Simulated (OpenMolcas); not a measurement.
**Co²⁺: CASPT2 settings compared**

```json
{"Program": "OpenMolcas", "Basis": "ANO-RCC-VQZP [7s6p4d3f2g1h]", "Scalar Hamiltonian": "DKH2, point nucleus", "Active space": "7 electrons in 5 orbitals (3d)", "State averaging": "2S+1 = 4 even, 10 roots; 2S+1 = 2 even, 40 roots", "Spin-orbit coupling": "state interaction with AMFI integrals over the reference wave functions, term energies averaged over their components"}
```

Methods on the same reference wave functions:
A. CASSCF
B. SS-CASPT2, IPEA 0.75 Eh, imaginary shift 0.4 Eh (closed shells correlated: 3s 3p)
C. MS-CASPT2, IPEA 0.75 Eh, imaginary shift 0.4 Eh (closed shells correlated: 3s 3p)
D. XMS-CASPT2, IPEA 0.6 Eh, sigma2 regulariser 0.3 Eh (closed shells correlated: none)
E. XMS-CASPT2, IPEA 0.35 Eh, imaginary shift 0.1 Eh (closed shells correlated: 3s 3p)

Energies in cm⁻¹ above 3d⁷ ⁴F_9/2, the measured ground level; measured values from Sugar and Corliss, J. Phys. Chem. Ref. Data 10, 1097 (1981).

```
        Level      A      B      C      D      E  Measured
   3d⁷ ⁴F_9/2    0.0    0.0    0.0    0.0    0.0       0.0
   3d⁷ ⁴F_7/2    821    824    824    823    824       841
   3d⁷ ⁴F_5/2   1429   1430   1429   1428   1429      1451
   3d⁷ ⁴F_3/2   1849   1845   1844   1844   1844      1867
   3d⁷ ⁴P_5/2  19399  16260  16260  16160  15590     15202
   3d⁷ ²G_9/2  19416  17250  17260  18190  17420     16978
   3d⁷ ⁴P_3/2  19691  16550  16460  16470  15840     15428
   3d⁷ ⁴P_1/2  20066  16930  16900  16840  16250     15811
   3d⁷ ²G_7/2  20197  18040  18040  18970  18200     17766
   3d⁷ ²P_3/2  25659  22280  20480  22960  20720     20195
  3d⁷ ²H_11/2  25785  22850  23420  24640  23640     22720
   3d⁷ ²P_1/2  26470  23210  21130  23900  21450          
   3d⁷ ²H_9/2  26472  23550  24110  25320  24330     23434
3d⁷ ²D_5/2(1)  27933  23840  23810  24480  23540     23059
3d⁷ ²D_3/2(1)  29134  25160  24950  25830  24700     24237
   3d⁷ ²F_5/2  44592  38120  38120  40130  38580     37021
   3d⁷ ²F_7/2  44933  38470  38470  40470  38930     37316
3d⁷ ²D_3/2(2)  69608  59030  59020  60830  59140          
3d⁷ ²D_5/2(2)  70000  59430  59460  61260  59560
```

Deviations, from unrounded energies. A percentage is the sum of absolute deviations over the sum of measured energies, with the sign that they share, or ± where signs differ.

| Against measurement | Levels | A | B | C | D | E |
| --- | --- | --- | --- | --- | --- | --- |
| mean absolute deviation (cm-1) | 15 | 3600 | 680 | 610 | 1400 | 580 |
| fine structure of the ground term (%) | 3 | -1.4 | -1.5 | -1.5 | -1.5 | -1.5 |
| other terms of the ground configuration (%) | 12 | +20.1 | +3.8 | +3.4 | +7.9 | +3.2 |

E lies closest to measurement on these levels and A furthest from it. The largest miss of E in the table is 3d⁷ ²F_7/2, by +1600 cm-1. The ranking rests on the paired levels alone, and a cruder setting can come out closer through cancelling errors.

Among B to E the level of the table that moves most is 3d⁷ ²P_1/2, by 2800 cm-1 (lowest in C, highest in D). Moves below CASPT2's spread within the term are not significant.

The mean deviations of B to E differ by less than CASPT2's widest spread within a term (1800 cm-1), so their order carries little weight.

From A to B the spin-free energies of the other terms of 3d⁷ shown, above ⁴F, scale by factors of 0.83 to 0.89, as is usual when dynamic correlation screens the repulsion within a d or f shell.

The lowest spin-free term lies below A's lowest term by 0.587 hartree in B, 0.587 hartree in C, 0.207 hartree in D, 0.605 hartree in E.

CASPT2 does not keep the components of a term degenerate, so their means are used; among the terms shown or strongly mixed into the levels shown the widest spread is 1800 cm-1 (3d⁷ ²F, E). The CASPT2 spread within a term exceeds the gap to the next term for 3d⁷ ²P and 3d⁷ ²H, so the order of their levels is uncertain (figures for B; the like holds for C, D, E). Without dynamic correlation excited terms often stand tens of per cent too high (terms of higher spin than the ground term too low), and those without a measured partner can miss by more than the paired ones (holds for A). Some levels mix across a computed gap that differs much from the measured one, so their mixing is not that of the real levels (holds for B; D). Measured partners are found by configuration, term and J. A level has none where our copy of the source lacks it or the pairing is in doubt (some pairs that miss far off the trend of their configuration count as doubtful), and it then counts in no deviation. Levels of configurations outside the active space are missing.

A number in round brackets counts repeated terms of one configuration in the order of the reference energies.
